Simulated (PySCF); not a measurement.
AlF3, charge -1, multiplicity 2. Atoms are numbered in the order given.

```xyz
4

Al     0.0000     0.0000     0.4077
F     -1.4216    -0.8207    -0.1963
F      0.0000     1.6415    -0.1963
F      1.4216    -0.8207    -0.1963
```
Charge -1, spin multiplicity 2.

Geometry optimised at PBE-D3(BJ)/def2-SVPD.

All values below come from B3LYP/def2-TZVPD (PySCF).

 A positive occupied level means that this level leaves the electron formally unbound; only the finite basis holds it.

| Quantity | Value |
|---|---|
| total energy | -542.39841 hartree |
| point group | C3v |
| α spin, highest occupied and lowest empty level | 0.01 and 4.27 eV |
| β spin, highest occupied and lowest empty level | -5.00 and 2.62 eV |
| dipole moment about the centre of nuclear charge | 0.095 e·Å |
| mean static polarisability | 56.5 bohr³ (8.37 Å³) |
| polarisability, principal values | 53.4, 58.1, 58.1 bohr³ |
| ⟨S²⟩ | 0.751 (pure state 0.75) |
